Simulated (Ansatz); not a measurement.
Computed with Ansatz on PBE0-D4/def2-TZVP structures; ΔE is electronic, products minus reactants. CBS: MP2 limit from def2 TZ/QZ plus the TZ coupled-cluster correction, frozen cores. Functionals use def2-TZVPP. HSE06 is defined as in plane-wave codes. For Ge outer-core shells are correlated without core-valence functions, which leaves a few kJ/mol of doubt a bond. Scalar relativity is left out up to krypton.

`Bc1ccccc1` + `C[NH][GeH3]` → `B[N](C)[GeH3]` + `c1ccccc1`  (ligand exchange at a B–C bond)

**Question.** Is it downhill or uphill in electronic energy at CCSD(T)/CBS, and by how much? (An estimate is asked.)

**Answer.** The calculation gave: Downhill: ΔE = -130.0 kJ/mol.

**Question.** What do these levels give: PBE-D4, r2SCAN-D4, r2SCAN0-D4, HSE06-D4, PBE-QIDH, PBE, BLYP, PBE0, r2SCAN0, HSE06, MP2/def2-TZVPP, HF/def2-QZVPP? (Best estimate.)

**Answer.** Ansatz gave: PBE-D4 -128.3, r2SCAN-D4 -128.7, r2SCAN0-D4 -128.0, HSE06-D4 -126.7, PBE-QIDH -128.8, PBE -127.9, BLYP -127.3, PBE0 -126.7, r2SCAN0 -128.2, HSE06 -126.5, MP2/def2-TZVPP -132.4, HF/def2-QZVPP -117.9 kJ/mol.

Largest T1 diagnostic among the species: 0.013.

At CCSD(T), def2-SVP lies −11.2 kJ/mol from the extrapolated value and def2-TZVPP −2.3 kJ/mol. Leaving LDA and LC-ωPBE aside and taking each functional with its dispersion term where it has one, the values, not all of them listed here, spread over 8.0 kJ/mol, from CAM-B3LYP-D4 to B97M-V. LDA lies −11.4 kJ/mol from PBE without D4.
